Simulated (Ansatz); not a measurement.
One change: `[CH3][GaH][CH2]F` becomes `C[NH][GaH][CH2]F`.

Ansatz, PBE0-D4/def2-TZVP geometries, multiplicity 1. Each molecule was computed in one conformer, which needn't be the lowest.

Scalar relativity is left out up to krypton.

```
                                        property  `[CH3][GaH][CH2]F`
             LUMO energy (B3LYP/def2-TZVPP) / eV               -1.52
             HOMO energy (B3LYP/def2-TZVPP) / eV               -7.30
           HOMO energy (ωB97M-V/def2-TZVPP) / eV               -9.76
               HOMO energy (PBE/def2-TZVPP) / eV               -6.15
           LUMO energy (ωB97M-V/def2-TZVPP) / eV                0.43
size of the dipole moment (B3LYP/def2-TZVPP) / D                1.22
```

Task: What does the change do to each property? (Best estimate.)

Result: Ansatz gave: 
| property | `C[NH][GaH][CH2]F` | shift |
| --- | --- | --- |
| LUMO energy (B3LYP/def2-TZVPP) / eV | -0.82 | 0.70 |
| HOMO energy (B3LYP/def2-TZVPP) / eV | -6.52 | 0.78 |
| HOMO energy (ωB97M-V/def2-TZVPP) / eV | -9.04 | 0.72 |
| HOMO energy (PBE/def2-TZVPP) / eV | -5.48 | 0.67 |
| LUMO energy (ωB97M-V/def2-TZVPP) / eV | 1.11 | 0.68 |
| size of the dipole moment (B3LYP/def2-TZVPP) / D | 1.09 | -0.13 |

With PBE0 the HOMO rises by 0.79 eV and the LUMO rises by 0.67 eV, so the gap narrows by about 0.12 eV. PBE moves the HOMO by 0.67 eV and ωB97M-V by 0.72 eV. Dipoles are sizes alone; their direction can turn.

B3LYP here is the variant with VWN-RPA as its local correlation; programs differ in this.
